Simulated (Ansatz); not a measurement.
`O[BH][AlH2]` + `NCS` → `OBNCS` + `[AlH3]`  (cleavage of the B–Al bond)

Gas-phase electronic energies from Ansatz, PBE0-D4/def2-TZVP geometries. CBS: MP2 limit from def2 TZ/QZ plus the TZ coupled-cluster correction, frozen cores. This one scheme is used for every species. Each species was taken in one conformer, which may not be the lowest.

| species | CCSD(T)/CBS(def2) energy (Eh) |
| --- | --- |
| `O[BH][AlH2]` | -344.38728 |
| `NCS` | -493.52417 |
| `OBNCS` | -594.19236 |
| `[AlH3]` | -243.78045 |

(1) Work out ΔE.

Largest T1 diagnostic among the species: 0.014.

Results:

(1) ΔE = (-594.19236) + (-243.78045) − (-344.38728) − (-493.52417) = -0.06136 Eh = -1.67 eV.

From PBE to PBE0 (25 % exact exchange), in def2-TZVPP and without D4, ΔE moves by −0.04 eV. The D4 term adds −0.08 eV with B3LYP and −0.04 eV with PBE0; it sums over pairs of atoms, weighted by their polarisabilities, and B3LYP, whose exchange is more repulsive, gets the larger term.

B3LYP here is the variant with VWN-RPA as its local correlation; programs differ in this.
